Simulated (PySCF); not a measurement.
From computed data to an observable: chemical shift, span and skew from a shielding tensor

C2H9ClSi3, SMILES [Si@@H]1([SiH2]Cl)[SiH2]CC1. Atoms are numbered in the order given.

```xyz
15

Cl     2.5961     0.4547     1.1796
Si     1.3182    -1.0121     0.4045
Si    -0.1431     0.0279    -1.0984
C     -1.7706    -0.9931    -1.3055
C     -2.5422    -0.4508    -0.0613
Si    -1.7292     1.2903     0.0755
H      0.5526    -1.6064     1.5386
H      2.1634    -2.0816    -0.2000
H      0.5854     0.4663    -2.3254
H     -1.6935    -2.0914    -1.3509
H     -2.2642    -0.6637    -2.2357
H     -2.2673    -1.0277     0.8382
H     -3.6389    -0.4973    -0.1544
H     -1.4988     1.8365     1.4440
H     -2.4380     2.3134    -0.7498
```
Charge 0, spin multiplicity 1.

The structure is a stationary point at B3LYP-D3(BJ)/def2-SVP. The structure was generated by enumeration; whether it is a known compound was not checked. Other conformers were not sampled.

GIAO shieldings from PBE/pcSseg-1 (PySCF), non-relativistic, no solvent. The symmetric part of the tensor of C4 has the principal values 143.4, 167.2, 187.4 ppm. The same nucleus in TMS has σ = 182.0 ppm at this level (PySCF, at its B3LYP-D3(BJ)/def2-TZVP geometry). Without spin–orbit terms, shifts of atoms bonded to Cl or Br come out too high.

Task: Work out the isotropic shielding, the ¹³C shift against TMS, the span and the skew.

Result: 
σ(iso) = (σ11 + σ22 + σ33)/3 = 166.0 ppm. δ = σ(ref) − σ(iso) = 182.0 − (166.0) = 16.0 ppm.
Span Ω = σ33 − σ11 = 44.0 ppm. Skew κ = 3(σ(iso) − σ22)/Ω = -0.08. Tumbling in solution averages the tensor to δ; in a static solid the shielding alone would spread this spin-1/2 line over Ω.
